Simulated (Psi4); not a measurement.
C₂H₅, doublet, at a GFN2-xTB geometry; PBE/6-31G* in Psi4.

Input for Psi4:
```
memory 2 GB

molecule mol {
0 2
  C    -0.026147   -0.685649   -0.014718
  C     0.009148    0.784300    0.016539
  H     0.988175   -1.110004   -0.015687
  H    -0.530880   -1.086909    0.864356
  H    -0.521552   -1.050091   -0.914004
  H     0.109216    1.306098    0.947834
  H     0.057037    1.348999   -0.893424
}

set basis 6-31g*
set reference uks
set scf_type pk
set puream true
set d_convergence 1e-8
set dft_radial_points 99
set dft_spherical_points 590

energy('pbe')
print_variables()
```

It wrote (shortened):

```
   => Loading Basis Set <=

    Name: 6-31G*
    Role: ORBITAL
    Keyword: BASIS

         ---------------------------------------------------------
                                   SCF
               by Justin Turney, Rob Parrish, Andy Simmonett
                          and Daniel G. A. Smith
                              UKS Reference
         ---------------------------------------------------------

  ==> Geometry <==

    Molecular point group: c1
    Full point group: C1

    Geometry (in Angstrom), charge = 0, multiplicity = 2:

       Center              X                  Y                   Z               Mass
    ------------   -----------------  -----------------  -----------------  -----------------
         C           -0.022662257348    -0.705872519317    -0.015091341534    12.000000000000
         C            0.012632742652     0.764076480683     0.016165658466    12.000000000000
         H            0.991659742652    -1.130227519317    -0.016060341534     1.007825032230
         H           -0.527395257348    -1.107132519317     0.863982658466     1.007825032230
         H           -0.518067257348    -1.070314519317    -0.914377341534     1.007825032230
         H            0.112700742652     1.285874480683     0.947460658466     1.007825032230
         H            0.060521742652     1.328775480683    -0.893797341534     1.007825032230

  Running in c1 symmetry.

  Rotational constants: A =      3.47318  B =      0.77756  C =      0.71928 [cm^-1]
  Rotational constants: A = 104123.29745  B =  23310.62960  C =  21563.44769 [MHz]
  Nuclear repulsion =   37.277175931483498

  Charge       = 0
  Multiplicity = 2
  Electrons    = 17
  Nalpha       = 9
  Nbeta        = 8

  ==> Algorithm <==

  SCF Algorithm Type is PK.
  DIIS enabled.
  MOM disabled.
  Fractional occupation disabled.
  Guess Type is SAD.
  Energy threshold   = 1.00e-06
  Density threshold  = 1.00e-08
  Integral threshold = 1.00e-12

  ==> Primary Basis <==

  Basis Set: 6-31G*
    Blend: 6-31G*
    Number of shells: 22
    Number of basis functions: 38
    Number of Cartesian functions: 40
    Spherical Harmonics?: true
    Max angular momentum: 2

  ==> DFT Potential <==

   => LibXC <=

    Version 7.1.2
    S. Lehtola, C. Steigemann, M. J. T. Oliveira, and M. A. L. Marques,  SoftwareX 7, 1–5 (2018) (10.1016/j.softx.2017.11.002)

   => Composite Functional: PBE <=

    PBE GGA Exchange-Correlation Functional

[...]
      Ntotal   =   16.9999998787 ; deviation = -1.213e-07

   @Spin Contamination Metric:   3.405180323E-03
   @S^2 Expected:                7.500000000E-01
   @S^2 Observed:                7.534051803E-01
   @S   Expected:                5.000000000E-01
   @S   Observed:                5.000000000E-01

    Orbital Energies [Eh]
    ---------------------

    Alpha Occupied:

[...]
    Alpha Virtual:

[...]
    Beta Occupied:

[...]
    Beta Virtual:

[...]
    Final Occupation by Irrep:
              A
    DOCC [     8 ]
    SOCC [     1 ]
    NA   [     9 ]
    NB   [     8 ]

  @UKS Final Energy:   -79.02779318687098

   => Energetics <=

    Nuclear Repulsion Energy =             37.2771759314834981
    One-Electron Energy =                -178.7439646451898909
    Two-Electron Energy =                  75.0273130298600535
    DFT Exchange-Correlation Energy =     -12.5883175030246388
    Empirical Dispersion Energy =           0.0000000000000000
    VV10 Nonlocal Energy =                  0.0000000000000000
    Total Energy =                        -79.0277931868709800

  UHF NO Occupations:
  HONO-2 :    7  A 1.9997603
  HONO-1 :    8  A 1.9989119
  HONO-0 :    9  A 1.0000000
  LUNO+0 :   10  A 0.0010881
  LUNO+1 :   11  A 0.0002397
  LUNO+2 :   12  A 0.0002045
  LUNO+3 :   13  A 0.0001554

Computation Completed

Properties will be evaluated at   0.000000,   0.000000,   0.000000 [a0]

Properties computed using the SCF density matrix

 Multipole Moments:

 ------------------------------------------------------------------------------------
     Multipole            Electronic (a.u.)      Nuclear  (a.u.)        Total (a.u.)
 ------------------------------------------------------------------------------------

 L = 1.  Multiply by 2.5417464519 to convert [e a0] to [Debye]
 Dipole X            :         -0.0680066            0.1119523            0.0439457
 Dipole Y            :          0.5487806           -0.6496894           -0.1009088
 Dipole Z            :          0.0096025           -0.0119918           -0.0023894
 Magnitude           :                                                    0.1100887

 ------------------------------------------------------------------------------------

  Variable Map:
  ----------------------------------------------------------------------------
[...]
  Array Variable Map:
  ----------------------------------------------------------------------------
[...]
[...]
```
